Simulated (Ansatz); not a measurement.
Basis-set extrapolation for CH$_{4}$BFSSi (`FB1CS[SiH2]1`) (PBE0-D4/def2-TZVP geometry, frozen core, Ansatz). Multiplicity 1, RHF reference.

```
                      def2-TZVPP   def2-QZVPP
                 HF  -850.924039  -850.950996
    MP2 correlation    -0.807344    -0.873119
CCSD(T) correlation    -0.885285      not run
```

Energies in hartree. Use E(X) = E(∞) + A·exp(−7.88·√X) for Hartree–Fock and E(X) = E(∞) + B·X^(−2.97) for correlation, with X = 3 and 4, and add CCSD(T) minus MP2 of the smaller set to the MP2 limit.

What is the CCSD(T) energy at the basis-set limit?

HF limit: -850.950996 + (-0.026957) × 0.13774 = -850.95471. MP2 limit: -0.873119 + (-0.065775) × 0.74074 = -0.92184. Higher-order term: -0.885285 − (-0.807344) = -0.07794. Total: -851.95449 hartree, 381.1 kJ/mol below CCSD(T)/def2-TZVPP.
